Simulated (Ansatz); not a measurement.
Reactions of C4H5F (`CCC#CF`).

Calculated with Ansatz (gas phase, PBE0-D4/def2-TZVP geometries, no zero-point term in ΔE). CCSD(T)/CBS is the MP2 limit (def2-TZVPP, def2-QZVPP) plus CCSD(T) − MP2 in def2-TZVPP, frozen cores. This one scheme is used for every species. For Ge outer-core shells are correlated without core-valence functions, which leaves a few kJ/mol of doubt a bond. Scalar relativity is left out up to krypton. One conformer a species, not always the lowest.

```tsv
reaction	CCSD(T)/CBS(def2) (kcal/mol)
`CCC#CF` + `C=C(O)Cl` → `C=C(Cl)OCC` + `C#CF`	10.8
`CCC#CF` + H–F → `FC#CF` + `CC`	?
`CCC#CF` + GeH₄ → `FC#[C][GeH3]` + `CC`	-10.9
`CCC#CF` + `CCC` → `CCC#CCCC` + H–F	-31.3
`CCC#CF` + H₂S → `CCS` + `C#CF`	6.2
```

Fill in the missing values. (An estimate is asked.)

Computed: `CCC#CF` + H–F → `FC#CF` + `CC`: +35.1 kcal/mol.

Largest T1 diagnostic: 0.013, for `C#CF`.
